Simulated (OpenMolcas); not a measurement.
Ni4+ (d6) among equal point charges was computed by CASSCF with the d shell active (OpenMolcas, ANO-RCC-VTZP on the metal). Its lowest spin-free states, and all those of the highest spin:

```csv
2S+1,Degeneracy,E (cm-1)
5,1,0.0
5,2,2922
5,1,13448
5,1,18160
3,2,29296
3,1,29442
3,1,29625
3,2,31515
3,1,31691
3,1,32766
3,2,34610
3,1,35266
```

Question: Is the site octahedral, tetrahedral or cube-like, axial, or of lower symmetry?

Answer: The states with 2S+1 = 5 have orbital degeneracies 1, 2, 1, 1. There are pairs but no triples, so the site is axial: not cubic, but with a proper or improper axis of order three or more. The run had Ni4+ among 4 point charges of -2 e arranged as a square (D4h), 1.6 Å from the ion.

Without dynamic correlation the repulsion within the d shell is too large (B by tens of per cent), so at a given field states of lower spin stand too high. Point charges give a weaker field than real ligands, and real ions of this kind are often low spin; the high spin found here belongs to the model. Point charges carry no covalency, so the field is a model and not that of real ligands. No measured value stands beside these numbers.
